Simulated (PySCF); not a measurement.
An unknown is described by computed data only.

Formula: C2H9BO.

* XPS: B1s 194.4, C1s 293.2 (×2), O1s 540.6 eV [ΔSCF SCAN, pcX-2 on the ionised atom, pcseg-1 elsewhere, spin-free X2C]
* Rotational structure: rotational constants A, B, C: 8.805, 7.952, 4.722 GHz [PBE0-D3(BJ)/def2-SVP]
* Dipole: 4.78 D [CAM-B3LYP/def2-SVPD]
* 13C NMR: chemical shifts (computed TMS as zero) by class: 70.2 (2 C) ppm [GIAO CAM-B3LYP/pcSseg-2]
* UV, first state: lowest singlet excitation: 7.51 eV (165 nm, f = 0.047) [TDDFT CAM-B3LYP/def2-SVPD]
* 1H NMR: chemical shifts (computed TMS as zero) by class: 3.49 (6 H), 2.97 (3 H) ppm [GIAO CAM-B3LYP/pcSseg-2]
* Valence photoelectron: vertical ionisation energy: 10.37 eV [ΔSCF CAM-B3LYP/def2-SVPD]
* Couplings: largest of the computed one-bond spin–spin couplings (means over like bonds): 13C–1H +153.5 (×6), 11B–1H +121.4 (×3), 17O–13C +16.5 (×2), 17O–11B +11.8 Hz [B3LYP/pcJ-1, spin–dipole term left out for some pairs]

The electronic properties come from PySCF, for the isolated species, density fitting. Levels stand in brackets. Geometry: PBE0-D3(BJ)/def2-SVP; no solvent, vibrations or thermal averaging. Each NMR value is the plain mean over a class of atoms that symmetry, rotation or inversion makes alike.

Question: What is the compound? Reason from the data.

Answer: Numbering: `[BH3-:1][O+:2]([CH3:3])[CH3:4]`. 2 carbons fall into 1 class: O-methyl carbon [C3/C4] (70.2 ppm, 2 C). Hydrogen classes from least to most shielded: 6 H on 2 O-methyl carbons, C3/C4 (3.49 ppm, a mean of values up to 0.8 ppm apart in this geometry), 3 H on a four-coordinate boron, B1 (2.97 ppm). The couplings run between: +153.5 Hz, O-methyl carbon [C3] and its hydrogen (with 5 like pairs); +121.4 Hz, four-coordinate boron [B1] and its hydrogen (with 2 like pairs); +16.5 Hz, oxygen bonded to B and 2 C [O2] and O-methyl carbon [C3] (with 1 like pair); +11.8 Hz, oxygen bonded to B and 2 C [O2] and four-coordinate boron [B1]. The core levels belong to: B1s 194.4 eV, four-coordinate boron [B1]; C1s 293.2 eV, O-methyl carbon [C3/C4]; O1s 540.6 eV, oxygen bonded to B and 2 C [O2]. The first electron is taken from the HOMO, whose largest Löwdin shares are 0.37 on the four-coordinate boron, 0.27 on a B–H hydrogen, 0.15 on the oxygen bonded to B and 2 C and 0.09 on a B–H hydrogen. The optimised geometry has point group Cs and is an asymmetric top. Structure: `[BH3-][O+](C)C`. The assignments are read from this structure; whether some other isomer fits the data as well wasn't checked.
